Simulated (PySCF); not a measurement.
NICS in one family of compounds.

NICS = −σ at a ghost point: NICS(0) at the centroid of the ring atoms, NICS(1) 1 Å to either side along the normal of their mean plane, zz for the tensor component along that normal. Level: GIAO PBE0/pcSseg-1 (PySCF, non-relativistic, gas phase) on the GFN2-xTB geometries, one conformer each. Atom numbers follow the mapped SMILES.

Task: Order these rings by mean NICS(1)zz, lowest (most negative) first (ppm).
A. ring C2–C3–C4–C8–O9 in `[SiH3:1][c:2]1[cH:3][c:4]([CH:5]2[CH2:6][CH2:7]2)[cH:8][o:9]1`
B. ring C4–C5–O6–C7–C9 in `[F:1][CH:2]([F:3])[c:4]1[cH:5][o:6][c:7]([SiH3:8])[cH:9]1`
C. ring C3–C4–O5–C6–C8 in `[SiH3:1][NH:2][c:3]1[cH:4][o:5][c:6]([SiH3:7])[cH:8]1`

Result: B (-26.9), A (-25.7), C (-24.4).

```json
{"SMILES": "FC(F)c1coc([SiH3])c1", "ring": "5-membered ring with O; formal bonds all aromatic", "NICS(0)": "-11.7", "NICS(1)": "-10.7", "NICS(1)zz": "-26.9", "HOMA": "0.52", "rms pucker (Å)": "0.00", "ring atoms with four or more neighbours": "0"}
{"SMILES": "[SiH3]c1cc(C2CC2)co1", "ring": "5-membered ring with O; formal bonds all aromatic", "NICS(0)": "-11.4", "NICS(1)": "-10.4", "NICS(1)zz": "-25.7", "HOMA": "0.47", "rms pucker (Å)": "0.00", "ring atoms with four or more neighbours": "0"}
{"SMILES": "[SiH3]Nc1coc([SiH3])c1", "ring": "5-membered ring with O; formal bonds all aromatic", "NICS(0)": "-11.8", "NICS(1)": "-9.9", "NICS(1)zz": "-24.4", "HOMA": "0.45", "rms pucker (Å)": "0.00", "ring atoms with four or more neighbours": "0"}
```

NICS(0) gives another order. The isotropic NICS(1) gives the same order. HOMA uses Krygowski's 1993 parameters. NICS(1) and NICS(1)zz are means over the two faces.
